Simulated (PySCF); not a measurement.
Species: CH₈AlBi.
Structure used (PBE0-D3(BJ)/def2-SVP), in Å, numbered top down from 1:
```
atom  x, y, z in Å
C1    -1.8783    0.4921   -0.3965
Al2   -0.8713   -0.6887    0.8131
Bi3    1.9085   -0.0288   -0.1136
H4    -2.9589    0.3977   -0.1870
H5    -1.6246    1.5567   -0.2651
H6    -1.7392    0.2337   -1.4589
H7    -0.5496   -0.2214    2.3094
H8    -0.6791   -2.2356    0.4512
H9     2.4423   -0.1585   -1.8073
H10    3.3081   -0.9291    0.5140
H11    2.6807    1.5575    0.1246
```

Method: PBE0-D3(BJ)/def2-SVP geometry optimisation, gas phase, def2 core potentials past Kr (PySCF).

**Question.** Which atoms are bound to Al2, and at what distances?

**Answer.** 4 atoms: H7 1.600 Å, H8 1.600 Å, C1 1.968 Å, Bi3 3.004 Å. The nearest atom not counted as bound is H4, at 2.56 Å.

**Question.** List the angles at Al2.

**Answer.** 
| angle | degrees | distance of the outer atoms (Å) |
| --- | --- | --- |
| C1–Al2–H8 | 120.2 | 3.10 |
| C1–Al2–H7 | 120.2 | 3.10 |
| H7–Al2–H8 | 118.0 | 2.74 |
| C1–Al2–Bi3 | 98.8 | 3.83 |
| Bi3–Al2–H7 | 92.2 | 3.46 |
| Bi3–Al2–H8 | 91.8 | 3.45 |

**Question.** Describe the arrangement about Al2 in numbers.

**Answer.** Angles from 91.8° to 120.2°; τ4 = (360° − α − β)/141° = 0.85 with α and β the two widest (0 for a square, 1 for a tetrahedron).

**Question.** Which atoms are bound to Bi3, and at what distances?

**Answer.** 4 atoms: H10 1.779 Å, H11 1.780 Å, H9 1.781 Å, Al2 3.004 Å. The nearest atom not counted as bound is H8, at 3.45 Å (others tie with it).

**Question.** List the angles at Bi3.

**Answer.** 
| angle | degrees | distance of the outer atoms (Å) |
| --- | --- | --- |
| Al2–Bi3–H11 | 123.8 | 4.26 |
| Al2–Bi3–H9 | 123.7 | 4.26 |
| Al2–Bi3–H10 | 120.5 | 4.20 |
| H9–Bi3–H10 | 93.6 | 2.59 |
| H10–Bi3–H11 | 93.6 | 2.59 |
| H9–Bi3–H11 | 93.6 | 2.59 |

**Question.** Describe the arrangement about Bi3 in numbers.

**Answer.** Angles from 93.6° to 123.8°; τ4 = (360° − α − β)/141° = 0.80 with α and β the two widest (0 for a square, 1 for a tetrahedron).

**Question.** What are the other bond lengths?

**Answer.** C1–H4, C1–H5, C1–H6 1.103 Å.

**Question.** What are the rotational constants (commonest isotopes, rigid rotor)?

**Answer.** A = 9726, B = 1292, C = 1188 MHz: a near-prolate asymmetric top.

Point group: near Cs, missed by 0.27 Å at most; the miss may be what the optimiser left on a soft mode. Charge 0, singlet. Not checked by PBE0-D3(BJ)/def2-SVP frequencies.
